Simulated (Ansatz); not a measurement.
Stretching the Si1–H4 bond in F2H2Si (SMILES F[SiH2]F) (multiplicity 1 held, fragments rigid). Energies count from the point at 1.470 Å.
Geometry at that point (charge 0, multiplicity 1):
```xyz
5

Si     0.2240    -0.1459     0.3605
F     -0.8952    -0.9509    -0.4350
F      0.4091     1.2675    -0.3474
H      1.4898    -0.8862     0.2617
H     -0.2505     0.0788     1.7333
```

Restricted levels (R-, RO-) in cc, def2 and unpolarised 6-31G sets keep to the state of the molecule at rest. Unrestricted levels (U-) break spin symmetry where that is lower. Curves can end on different states.

Cores are frozen in the correlated methods.

Programs: Ansatz (a quantum-chemistry and plane-wave program). 

Task: One of these levels gives 126.86 kcal/mol for the energy at R = 4.703 Å. Name it.
A. R-HF/cc-pV(D+d)Z
B. R-SCS-MP2/cc-pV(D+d)Z
C. U-HF/cc-pV(D+d)Z
D. R-MP2/cc-pV(D+d)Z

Result: D, R-MP2/cc-pV(D+d)Z. The others give 189.09 (R-HF/cc-pV(D+d)Z), 82.00 (U-HF/cc-pV(D+d)Z), 116.89 (R-SCS-MP2/cc-pV(D+d)Z)

Doubts at one or more of the structures used: a restricted determinant that unrestricted orbitals would lower (R-HF/cc-pV(D+d)Z, R-MP2/cc-pV(D+d)Z, R-SCS-MP2/cc-pV(D+d)Z); a spin-contaminated determinant (U-HF/cc-pV(D+d)Z).
